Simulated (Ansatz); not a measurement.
Species: C₅H₁₀O, net charge 0, singlet state. 
Coordinates optimised at B3LYP-D3(BJ)/def2-TZVP (Ansatz, an electronic-structure program):
```xyz
16

C     -2.8458    -0.2890    -0.3223
C     -1.4366    -0.6095    -0.8115
C     -0.3516     0.0296     0.0516
C      1.0540    -0.2890    -0.4349
C      2.1628     0.3166     0.3806
O      2.0079     1.0084     1.3534
H     -2.9965    -0.6454     0.6993
H     -3.6035    -0.7559    -0.9539
H     -3.0261     0.7885    -0.3252
H     -1.2934    -1.6951    -0.8296
H     -1.3227    -0.2713    -1.8469
H     -0.4568    -0.3033     1.0875
H     -0.4861     1.1142     0.0746
H      1.2333    -1.3722    -0.4619
H      1.2041     0.0410    -1.4716
H      3.1871     0.0795     0.0192
```

Property: vertical ionisation energy (to the doublet state of charge +1; each state is the SCF solution reached for its spin), in eV. Correlated levels leave the core frozen unless marked. UHF or UKS for open shells. Spin-orbit coupling is left out. No relativistic terms. Basis-set limits of correlation are two-point, X^-3; Hartree-Fock from the larger set. The bracket is a focal-point correction in the basis named.

RI-MP2/CBS(aug-cc-pVTZ,aug-cc-pVQZ)+[CCSD(T)-MP2]/aug-cc-pVTZ (Ansatz) gives 10.08 eV.

**Question.** Another calculation gave 9.48 eV. Which level was it?
A. PBE/def2-TZVPD (Ansatz)
B. PBE0/def2-TZVPD (Ansatz)
C. SVWN5/def2-TZVPD (Ansatz)
D. B2PLYP/def2-TZVPD (Ansatz)

**Answer.** C, SVWN5/def2-TZVPD (Ansatz). The others give 9.67 (PBE0), 9.89 (B2PLYP), 9.32 (PBE) eV.
